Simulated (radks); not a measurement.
Spherical jellium clusters: N electrons in a uniform positive sphere of charge N and radius rs N^(1/3), rs = 4.45 bohr. Calculated with a radial shooting solver with Libxc functionals: non-relativistic Kohn-Sham, PBEsol, spin-polarised, spherical densities. Levels are named by radial order and angular momentum (1s, 1p, 1d, 2s, ...), and open shells are averaged over m. Each electron was tried in the lowest free levels, single moves between levels near the top were tried too, and the lowest total energy was kept; such a search can miss a lower state. The series stops at N = 17: beyond it a trial failed or the search could not be trusted, so later rows were left out. Energies include the self-energy of the background; IP and EA are vertical (highest electron removed, lowest free level filled), at fixed background; spill-out counts the electrons outside the background radius R, and alpha is the static dipole polarisability from linear response (closed shells only). A dash means not computed or, for alpha, an open shell; in EA it means that no bound solution was reached, which is typical of self-interaction and does not show that the anion is unstable. Real open-shell clusters deform, which this model forbids.

N	open shells	2S	E/N (eV)	E(N+1) + E(N-1) - 2E(N) (eV)	IP (eV)	EA (eV)	-e(HOMO) (eV)	spill-out (e)
1	1s(up 1, down 0)	1	-1.362	-	-	-	2.824	0.34
2	none	0	-1.679	0.829	4.775	-	2.915	0.50
3	1p(up 1, down 0)	1	-1.508	-0.583	3.608	-	2.065	0.77
4	1p(up 2, down 0)	2	-1.568	-0.377	4.077	-	2.510	0.92
5	1p(up 3, down 0)	3	-1.680	0.392	4.317	-	2.787	1.03
6	1p(up 3, down 1)	2	-1.689	-0.374	3.807	-	2.475	1.16
7	1p(up 3, down 2)	1	-1.749	-0.242	4.109	1.473	2.757	1.27
8	none	0	-1.824	0.977	4.281	-	2.946	1.36
9	1d(up 1, down 0)	1	-1.774	-0.243	3.241	-	2.033	1.52
10	1d(up 2, down 0)	2	-1.758	-0.198	3.460	-	2.260	1.65
11	1d(up 3, down 0)	3	-1.763	-0.165	3.625	1.301	2.439	1.75
12	1d(up 4, down 0)	4	-1.781	-0.139	3.754	1.458	2.584	1.84
13	1d(up 5, down 0)	5	-1.807	0.387	3.857	1.101	2.704	1.93
14	1d(up 5, down 1)	4	-1.801	-0.178	3.435	1.302	2.353	2.02
15	1d(up 5, down 2)	3	-1.808	-0.144	3.590	1.465	2.512	2.11
16	1d(up 5, down 3)	2	-1.824	-0.120	3.710	1.600	2.640	2.19
17	1d(up 5, down 4)	1	-1.844	-	3.807	1.717	2.747	2.27

All shells are closed at N = 2, 8 (there: 1s2 1p6); the second difference of the energy has clear peaks (12 % above both neighbours; the first and last values, which can be the largest, are not judged, and half-filled shells can peak too) at N = 5, 8, 13.
